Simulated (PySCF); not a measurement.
Excitations are Tamm–Dancoff values on a coarser integration grid. The basis has no diffuse functions, so Rydberg states are missing or too high.

Cartesian coordinates (Å):
SMILES: I[SiH]=C
```xyz
6

C     -0.9924    -0.2365     0.1118
Si     0.5891     0.3496    -0.0400
I      2.4927    -1.0517    -0.4808
H     -1.8076     0.4514     0.3087
H     -1.2488    -1.2841     0.0227
H      0.9669     1.7713     0.0776
```
Charge 0, spin multiplicity 1.

Question: Estimate the HOMO–LUMO gap, S1 excitation (TDA), LUMO, S1–T1 gap (TDA) and HOMO that ωB97X-D3(BJ)/def2-TZVP // PBE0-D3(BJ)/def2-TZVP run with PySCF returns for this input.

Answer: 
```
Quantity               Result
-------------------  --------
HOMO–LUMO gap         9.47 eV
S1 excitation (TDA)   4.84 eV
LUMO                  0.65 eV
S1–T1 gap (TDA)       1.93 eV
HOMO                 -8.82 eV
```
